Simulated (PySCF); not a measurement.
Li⁻ (lithium, charge -1) across methods

[He] 2s2, closed-shell 1S. Computed with PySCF 2.14 in x2c-QZVPPall with one added diffuse shell each of s, p type (7s5p2d1f, 39 functions), with the spin-free X2C one-electron Hamiltonian (Gaussian nucleus).

```
   method  E (hartree)  mean ε 1s (eV)  mean ε 2s (eV)  Σ⟨r²⟩ (bohr²)   ⟨S²⟩
     BP86      -7.5047         -47.130           0.809          76.52  0.000
      UHF     -7.42873         -63.143          -0.370          82.05  0.000
   r2SCAN      -7.4966         -48.648           0.843          76.92  0.000
     PW91      -7.4946         -47.091           0.908          75.27  0.000
      PBE      -7.4814         -46.943           0.906          75.97  0.000
     PBE0      -7.4859         -51.054           0.491          73.62  0.000
BHandHLYP      -7.5005         -55.325           0.216          75.19  0.000
      LDA      -7.3660         -46.267           0.850          78.44  0.000
```

Task: Estimate the same row for r2SCANh.

Result: E (hartree) = -7.4966; mean ε 1s (eV) = -50.099; mean ε 2s (eV) = 0.692; Σ⟨r²⟩ (bohr²) = 76.43; ⟨S²⟩ = 0.000.

The highest occupied level is positive at BP86, r2SCAN, r2SCANh, PW91, PBE, PBE0, BHandHLYP, LDA: only the finite basis holds that electron, which in a density functional comes from self-interaction.
